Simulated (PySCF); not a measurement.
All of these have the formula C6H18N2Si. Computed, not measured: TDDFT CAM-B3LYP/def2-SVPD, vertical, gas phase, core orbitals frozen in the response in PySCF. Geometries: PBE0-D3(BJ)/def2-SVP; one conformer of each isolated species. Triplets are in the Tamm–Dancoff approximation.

A. `[H][Si]([H])(NC(C)C)NC(C)C`
B. `CCCN(C)[SiH2]N(C)C`
C. `[H][Si]([H])(N(C)CC)N(C)CC`

Lowest singlet levels (six at most, fewer where fewer were computed) with oscillator strengths:

1. 5.94 eV (f 0.016); 6.13 eV (f 0.014); 6.45 eV (f 0.035); 6.60 eV (f 0.064); 6.85 eV (f 0.022); 6.93 eV (f 0.032); T1 5.81 eV
2. 6.06 eV (f 0.028); 6.11 eV (f 0.005); 6.51 eV (f 0.028); 6.56 eV (f 0.014); 6.84 eV (f 0.018); 6.85 eV (f 0.017); T1 5.96 eV
3. 6.15 eV (f 0.001); 6.20 eV (f 0.020); 6.74 eV (f 0.000); 6.83 eV (f 0.016); 7.10 eV (f 0.011); 7.18 eV (f 0.000); T1 5.93 eV

Problem. Which spectrum belongs to which structure?

Solution. 1 = B, 2 = C, 3 = A.
- A: S1 at 6.15 eV, HOMO-1→LUMO (36%), HOMO→LUMO+1 (18%), HOMO→LUMO (16%); Löwdin shares by element: HOMO (one of a set within 0.03 eV) nitrogen 52% or more, carbon 15% or more, silicon 11% (atoms not listed hold the other 22%); LUMO silicon 17%, carbon 13% or more, hydrogen 6% or more (atoms not listed hold the other 64%); HOMO -8.00 and LUMO 1.25 eV; point group C2, 2 of its 6 listed states under f = 0.0005.
- B: S1 at 5.94 eV, HOMO→LUMO (48%), HOMO-1→LUMO (18%), HOMO-1→LUMO+1 (14%); Löwdin shares by element: HOMO nitrogen 54%, silicon 7%, carbon 5% or more (atoms not listed hold the other 34%); LUMO carbon 24% or more, silicon 12% (atoms not listed hold the other 64%); HOMO -7.56 and LUMO 1.23 eV.
- C: S1 at 6.06 eV, HOMO→LUMO (73%), HOMO-1→LUMO+1 (12%); Löwdin shares by element: HOMO nitrogen 54%, silicon 7%, carbon 5% or more (atoms not listed hold the other 34%); LUMO carbon 22% or more, silicon 14% (atoms not listed hold the other 64%); HOMO -7.58 and LUMO 1.26 eV; point group C2.
A and C have S1 within 0.09 eV of each other; their strongest listed levels stand at 6.20 eV (f 0.020) and 6.06 eV (f 0.028).
B and C have S1 within 0.13 eV of each other; their strongest listed levels stand at 6.60 eV (f 0.064) and 6.06 eV (f 0.028).

Without π bonds the low states are Rydberg-like; a valence basis with one diffuse set may place them up to an eV too high.
